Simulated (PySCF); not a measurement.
A GIAO shielding run with PySCF 2.14 (density fitting, non-relativistic, gas phase) on `F[Si@@H](CC)CCl`, C3H8ClFSi:

```
$ OMP_NUM_THREADS=1 python probes_run.py task.json out

{"job": {"kind": "nmr", "xc": "PBE0", "basis": "pcSseg-1"}, "charge": 0, "multiplicity": 1}
C     -1.365661     0.804837     0.884339
C     -1.092861     0.344947    -0.549423
Si     0.287693    -0.950379    -0.681783
F     -0.121683    -2.232453     0.221473
C      1.920853    -0.343916     0.100514
Cl     2.519467     1.103585    -0.760229
H     -2.195421     1.508591     0.906062
H     -1.620077    -0.042498     1.516734
H     -0.493350     1.299969     1.304048
H     -0.848583     1.214489    -1.160418
H     -2.010368    -0.074480    -0.966245
H      0.499184    -1.482558    -2.018098
H      2.709846    -1.090177     0.035267
H      1.810283    -0.060432     1.145593
```

Hardware: 1 thread of an Arm Neoverse N1, shared host. The job also computes population analyses, field gradients.

Problem. How large is the calculation?

Solution. 66 electrons, 156 basis functions and 856 auxiliary functions.

Problem. How long does it take, and how much memory does it need?

Solution. 33 s of wall time, with 12 SCF cycles and 5 response iterations; peak memory 0.73 GiB. Times on a shared host scatter by some tens of per cent.
